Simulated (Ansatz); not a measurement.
```yaml
crystal:
  periodic: [false, false, false]
  atoms:
    - {symbol: C, position_ang: [-1.909367, 0.311202, 0.386904]}
    - {symbol: Mo, position_ang: [0.093922, 0.294312, -0.786687]}
    - {symbol: C, position_ang: [1.607366, -0.740022, 0.612383]}
    - {symbol: O, position_ang: [-0.111957, -0.658391, -1.932377]}
    - {symbol: O, position_ang: [0.676150, 1.934833, -1.244169]}
    - {symbol: H, position_ang: [-2.176093, -0.293736, 0.299901]}
    - {symbol: H, position_ang: [-1.712018, 0.958201, 1.203348]}
    - {symbol: H, position_ang: [-2.352107, 1.219851, -0.439149]}
    - {symbol: H, position_ang: [2.300955, -0.805176, -0.111072]}
    - {symbol: H, position_ang: [1.011978, -1.555599, 0.600937]}
    - {symbol: H, position_ang: [1.728215, -0.229360, 1.327606]}
basis:
  gaussian: {orbitals: cc-pVTZ-DK, fitting: {mean_field: def2-universal-jkfit}}
hamiltonian: {xc: {name: HF}}
correlation: {active_space: {window: {electrons: 3, orbitals: 2}}}
accuracy: high
```

```sh
$ ansatz run in.yaml --threads 4 --pin off --events-out ev --progress --plain --max-ram 10444MiB
```

Shortened log:

```
Functional definition: HF
667 factors; integrals over basis functions are off by at most 5.4e2 eV
mean field evaluation 1: about -118962.3330 eV, gradient 1.1e2 eV
mean field evaluation 2: about -118927.8605 eV, gradient 1.9e2 eV
mean field evaluation 4: about -118980.8697 eV, gradient 9.6e0 eV
mean field evaluation 8: about -118981.0679 eV, gradient 2.2e-1 eV
mean field -118981.06867812 eV, -4372.4736256561 hartree, gradient 9.2e-8 eV, S^2 0.000000; 0 other end points of the search recorded, 0 dependent functions left out
reference -118981.06867812 eV, -4372.4736256561 hartree; 38, 38 occupied and 243, 243 virtual orbitals, 667 factors
Error: 3 electrons in 2 orbitals form no window around the highest filled level of the reference
```

**Question.** Something in this input is off. What?

**Answer.** The active space doesn't fit the electrons. The run stopped with an error.
